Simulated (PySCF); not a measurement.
AlI: frontier orbitals

PBE0 at R = 2.561 Å; Al cc-pV(T+d)Z, I cc-pVTZ-PP with ECP28; scalar-relativistic core potentials (PySCF 2.14). State: ¹Σ⁺ (singlet), closed shell. Only the outer orbitals are listed, counted within each symmetry, core potentials removing the inner ones.

```tsv
orbital	occ.	ε (eV)	on Al (%)	main shells (%)
7σ	2	-18.91	5	95 I s
8σ	2	-10.33	52	50 Al s, 44 I p
4π	2	-7.70	7	92 I p
4π	2	-7.70	7	92 I p
9σ	2	-6.76	66	45 Al s, 34 I p, 20 Al p
5π	0	-1.94	93	93 Al p
5π	0	-1.94	93	93 Al p
10σ	0	0.07	103	100 Al p, 10 I p
```

Which are the highest filled and the lowest empty level, where do they sit, and how wide is the gap?

Highest filled 9σ at -6.76 eV (in %: 45 Al s, 34 I p, 20 Al p); lowest empty 5π at -1.94 eV (in %: 93 Al p); the gap at PBE0 is 4.82 eV.

| Item | Value |
| --- | --- |
| bond order (Mayer) | 1.18 |
| ⟨S²⟩ | 0.000 |
| charge on Al (Mulliken, basis-dependent) | 0.24 |
| charge on Al (Löwdin, basis-dependent) | -0.02 |
| dipole moment (positive dipole means Al(−)I(+)) | -1.80 D |
| polarisability along the bond | 99.8 bohr³ |
| polarisability across the bond | 57.3 bohr³ |

Shares are Mulliken populations and can fall outside 0 to 100 %.

Spin–orbit coupling is left out.
